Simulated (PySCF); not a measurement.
## [SmH4]-, sextet: data card

Computed with UB3LYP in PySCF with Sm def2-SVP with ECP28, H def2-SVP; scalar-relativistic core potentials, no spin–orbit coupling; density-fitted integrals.

The structure is a minimum.

```
Point group                                                                   : D2d
Bond lengths                                                                  : Sm–H 2.149 Å (×4)
Bond angles                                                                   : H–Sm–H 104.3° (×2), H–Sm–H 112.1° (×4)
Dipole moment about the centre of mass                                        : 0.00 D
Principal quadrupole moments (Buckingham, traceless) about the centre of mass : -3.58, 1.79, 1.79 D Å
Zero-point energy                                                             : 40.2 kJ/mol
Principal polarisabilities                                                    : 64.4, 64.4, 69.9 bohr³
Rotational symmetry number                                                    : 4
Heat capacity Cp at 298.15 K                                                  : 67.6 J/(mol K)
Highest occupied level (α)                                                    : -1.82 eV
Lowest empty level (α)                                                        : 0.13 eV
Entropy at 298.15 K and 1 bar (electronic part: spin only)                    : 276.0 J/(mol K)
Enthalpy at 298.15 K above 0 K                                                : 14.16 kJ/mol
Rotational constants                                                          : 1.452, 1.315, 1.315 cm⁻¹
Spin squared ⟨S²⟩                                                             : 8.792
```

Harmonic modes (masses in u: Sm 151.920, H 1.008):
| symmetry | ω (cm⁻¹) | IR (km/mol, summed over degenerate members) | μ (u) |
| --- | --- | --- | --- |
| e | 388 | 1402 | 1.02 |
| b2 | 394 | 363 | 1.02 |
| b1 | 419 | 0.0 | 1.01 |
| a1 | 419 | 0.0 | 1.01 |
| e | 1160 | 2045 | 1.02 |
| b2 | 1162 | 1134 | 1.02 |
| a1 | 1233 | 0.0 | 1.01 |

In D2d the vibrations span 2e + 2b2 + b1 + 2a1. The a1, b1 modes carry no infrared intensity, as symmetry demands.

Charges (e):
| atom | Mulliken | Löwdin | polar tensor | spin (Mulliken) | Mayer order to Sm1 |
| --- | --- | --- | --- | --- | --- |
| Sm1 | 0.49 | 0.13 | 1.52 | 5.17 | – |
| H2,3,4,5 | -0.37 | -0.28 | -0.63 | -0.04 | 0.85 |

Mulliken populations on Sm1 (electrons outside its core potential): s 4.73, p 12.58, d 11.11, f 5.09.

Outer orbital energies (eV). α occupied: -6.83, -6.01, -6.01, -5.74, -2.80, -1.93, -1.93, -1.82; empty: 0.13, 0.13, 3.29, 3.29. β occupied: -20.73, -20.45, -20.45, -2.88, -1.90, -1.90, -1.85; empty: 2.99, 2.99, 3.43, 3.43.

Formally Sm is in oxidation state +3, with 5 electrons left for the f, d and s shells; the Mulliken f population is 5.09 and the spin on Sm 5.17.

This need not be the most stable arrangement of these atoms. Open d and f shells are described by one determinant, and the ground state may have another occupation or spin. The pruned grid is coarse for the open f shell: energies are uncertain by about 2 kJ/mol and soft modes are noisy. The lowest empty level of this anion is unbound, so it and the gap depend on the basis. The basis has no diffuse functions, which an anion would want. No spin–orbit coupling is included, which matters more the heavier the element.

The final relaxation and frequency run took roughly 2.1 core-minutes on a shared host.
